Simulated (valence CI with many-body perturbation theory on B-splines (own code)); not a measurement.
## Pr46+: key properties

Calculated by relativistic CI+MBPT: three valence electrons over a frozen Dirac-Fock core [Ne], a basis of 11 s, 11 p, 10 d, 8 f, 5 g, 2 h functions for each j, with the one-electron correlation potential Σ1, the two-electron term Σ2, the three-electron term Σ3, Breit, model QED; selected CI, second order for the rest, scaled by the run's own slope (own B-spline code, finite nucleus).

No measured spectrum was set against this ion. As an estimate, large intervals hold to a few tenths of a per cent, small ones and those within an open d or f shell to about a per cent.

Levels are named by their leading jj configuration (3d3/2^4 stands for four electrons in 3d with j = 3/2), which in mixed levels can hold well under half, so a name can repeat and another be missing.

Rates and lifetimes use the calculated energies. Strong lines usually hold to 10 to 20 %, long lifetimes can be off by a factor of two.

(1) What is the ground level?

(2) How well does LS coupling describe the low levels?

(3) What is the ionisation energy?

(4) Among levels below 138.20 Ry, which E1 lines absorb most strongly from the ground level?

(5) Where does the other parity begin?

(6) Name the longest-lived excited levels whose lifetime is computed, and their main decay.

Results:

(1) (3s^2 3p1/2) J=1/2, composition 99 % 3s²3p ²P°, g = 0.655.

(2) Among the lowest 20 levels the leading LS term, summed over configurations, holds 67 % on average. For single configurations the figures are 64 % in LS and 92 % in jj coupling. Terms mix most in the J = 5/2 level at 30.94 Ry, where the leading one holds 37 %.

(3) 3834.1 eV; NIST lists 3832 ± 4 eV (theoretical).

(4) to (3s 3p1/2 4p1/2) J=3/2 at 0.6648 nm, f = 0.426; to (3s^2 3d3/2) J=3/2 at 4.146 nm, f = 0.369; to (3s 3p1/2 3p3/2) J=1/2 at 4.788 nm, f = 0.184.

(5) At (3s 3p1/2^2) J=1/2, 8.58 Ry.

(6) (3s 3p3/2 3d5/2) J=9/2 at 39.04 Ry lives 126 ns, mostly by M1 to (3s 3p1/2 3d5/2) J=7/2; (3s^2 3p3/2) J=3/2 at 9.18 Ry lives 108 ns, mostly by M1 to (3s^2 3p1/2) J=1/2; (3s 3p1/2 3p3/2) J=3/2 at 16.24 Ry lives 437 ps, mostly by E1 to (3s^2 3p1/2) J=1/2.
